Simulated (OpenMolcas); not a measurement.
A calculation on O2+.

```yaml
Program: OpenMolcas
Method: "SS-CASPT2, IPEA 0.25 Eh, imaginary shift 0.1 Eh (closed shells correlated: 1s 2s)"
Basis: ANO-RCC-VTZP [4s3p2d1f]
Scalar_Hamiltonian: DKH2, point nucleus
Active_space: 2 electrons in 3 orbitals (2p)
State_averaging: 2S+1 = 3 even, 3 roots; 2S+1 = 1 even, 6 roots
Spin-orbit_coupling: state interaction with AMFI integrals over the reference wave functions, term energies averaged over their components
```

Task: Which level of the active space comes out lowest?

Result: 2s² 2p² ³P₀, with 100 % of that term; it is also the measured ground level.

Task: How high does 2s² 2p² ³P₁ lie?

Result: 114 cm⁻¹ above the lowest level; measured 113 cm⁻¹ above the ground level, so the calculation is off by +1 %.

Task: How high does 2s² 2p² ¹S₀ lie?

Result: 47120 cm⁻¹ above the lowest level; measured 43186 cm⁻¹ above the ground level, so the calculation is off by +9 %.

Task: How high does 2s² 2p² ³P₂ lie?

Result: 336 cm⁻¹ above the lowest level.

Measured values: Moore, Selected Tables of Atomic Spectra, NSRDS-NBS 3, section 11.

With the s shell closed, the reference lacks s² → p² mixing. Measured partners are found by configuration, term and J. A level has none where our copy of the source lacks it or the pairing is in doubt (some pairs that miss far off the trend of their configuration count as doubtful), and it then counts in no deviation. Only configurations of the active space appear.
